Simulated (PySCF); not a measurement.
## Highest orbital energy against ionisation energy along the 4p block

Calculated with PySCF 2.14, no spin-orbit coupling. Each cell gives −ε(HOMO) / ΔSCF in eV; NIST values include spin-orbit coupling, (s) semi-empirical, (t) theoretical.

```json
{"species": "Ga⁺ (def2-TZVPPD, non-relativistic)", "UHF": "18.719 / 18.445", "LDA": "16.340 / 20.774", "PBE": "16.031 / 20.415", "PBE0": "16.912 / 20.090", "r2SCAN": "16.302 / 20.138", "NIST (lowest levels)": "20.515"}
{"species": "Ge⁺ (def2-TZVPPD, non-relativistic)", "UHF": "15.541 / 15.218", "LDA": "11.726 / 15.876", "PBE": "11.719 / 15.763", "PBE0": "12.825 / 15.786", "r2SCAN": "12.091 / 15.942", "NIST (lowest levels)": "15.935"}
{"species": "As⁺ (def2-TZVPPD, non-relativistic)", "UHF": "18.441 / 17.971", "LDA": "14.078 / 18.661", "PBE": "14.046 / 18.511", "PBE0": "15.315 / 18.560", "r2SCAN": "14.471 / 18.718", "NIST (lowest levels)": "18.589"}
{"species": "Se⁺ (def2-TZVPPD, non-relativistic)", "UHF": "21.425 / 20.836", "LDA": "16.455 / 21.467", "PBE": "16.423 / 21.306", "PBE0": "17.865 / 21.400", "r2SCAN": "16.926 / 21.578", "NIST (lowest levels)": "21.196 ± 0.01"}
{"species": "Br⁺ (def2-TZVPPD, non-relativistic)", "UHF": "21.095 / 20.251", "LDA": "16.622 / 21.650", "PBE": "16.522 / 21.384", "PBE0": "17.926 / 21.396", "r2SCAN": "16.889 / 21.461", "NIST (lowest levels)": "21.591"}
{"species": "Kr⁺ (def2-TZVPPD, non-relativistic)", "UHF": "24.208 / 23.234", "LDA": "19.179 / 24.609", "PBE": "19.052 / 24.308", "PBE0": "20.614 / 24.349", "r2SCAN": "19.468 / 24.429", "NIST (lowest levels)": "24.360"}
```

Task: How far is −ε(HOMO) from ΔSCF on average for each method, and why?

Result: UHF 0.58 eV; LDA -4.77 eV; PBE -4.65 eV; PBE0 -3.35 eV; r2SCAN -4.35 eV. Hartree-Fock orbital energies lack relaxation and so exceed the ΔSCF value; semilocal functionals have convex E(N) from self-interaction, so their HOMO lies far too high; exact exchange moves hybrids part of the way back.
